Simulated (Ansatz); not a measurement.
Method: frozen-core CCSD(T)/cc-pVTZ // B3LYP-D3(BJ)/def2-SVP run with Ansatz (an electronic-structure program). The restricted HF reference is unstable towards unrestricted orbitals.

Ansatz 0.2 input:
```yaml
crystal:
  periodic: [false, false, false]
  atoms:
    - { symbol: B, position_ang: [1.949886, 0.143556, -0.032718] }
    - { symbol: C, position_ang: [0.435959, -0.038719, -0.015402] }
    - { symbol: C, position_ang: [-0.250799, -1.234796, -0.13499] }
    - { symbol: O, position_ang: [-1.575966, -1.060866, -0.081711] }
    - { symbol: C, position_ang: [-1.822802, 0.280664, 0.078034] }
    - { symbol: C, position_ang: [-0.627309, 0.929621, 0.122211] }
    - { symbol: F, position_ang: [-0.451847, 2.235389, 0.267234] }
    - { symbol: H, position_ang: [2.446752, 1.234839, 0.079697] }
    - { symbol: H, position_ang: [2.656745, -0.826073, -0.161484] }
    - { symbol: H, position_ang: [0.0989, -2.257637, -0.260865] }
    - { symbol: H, position_ang: [-2.859517, 0.594021, 0.139993] }
basis:
  gaussian: { orbitals: cc-pVTZ }
correlation:
  method: ccsd_t
```

Output:

```
Functional definition: HF
1583 factors; integrals over basis functions are off by at most 1.3e-3 eV
mean field evaluation 1: about -9598.1656 eV, gradient 3.4e1 eV
mean field evaluation 2: about -9598.6010 eV, gradient 3.4e1 eV
mean field evaluation 4: about -9601.6775 eV, gradient 4.5e0 eV
mean field evaluation 8: about -9601.7323 eV, gradient 2.7e-1 eV
mean field evaluation 16: about -9598.1644 eV, gradient 3.4e1 eV
mean field -9601.73265254 eV, -352.8571666927 hartree, gradient 1.7e-6 eV, S^2 0.000000; 0 other end points of the search recorded, 0 dependent functions left out; unrestricted orbitals would lower it
7 core orbitals not correlated
reference -9601.73265254 eV, -352.8571666927 hartree; 18, 18 occupied and 241, 241 virtual orbitals, 1583 factors
second order -32.66877481 eV of doubles, -0.00000000 eV of singles
cycle   1  -32.20055299 eV  change    4.7e-1 eV  update   1.4e-1
cycle   2  -33.04044169 eV  change   -8.4e-1 eV  update   4.3e-2
cycle   3  -33.23997885 eV  change   -2.0e-1 eV  update   2.2e-2
cycle   4  -33.21882505 eV  change    2.1e-2 eV  update   5.8e-3
cycle   5  -33.21536598 eV  change    3.5e-3 eV  update   3.6e-3
cycle   6  -33.21810845 eV  change   -2.7e-3 eV  update   1.4e-3
cycle   7  -33.21780635 eV  change    3.0e-4 eV  update   8.2e-4
cycle   8  -33.21726455 eV  change    5.4e-4 eV  update   2.7e-4
cycle   9  -33.21741664 eV  change   -1.5e-4 eV  update   1.1e-4
cycle  10  -33.21746803 eV  change   -5.1e-5 eV  update   3.0e-5
cycle  11  -33.21743033 eV  change    3.8e-5 eV  update   1.3e-5
perturbative correction -1.54986729 eV, -0.0569565724 hartree
Total energy: -9636.49995016 eV, -354.1348413141 hartree
```

Cost: very roughly 40 core-minutes.
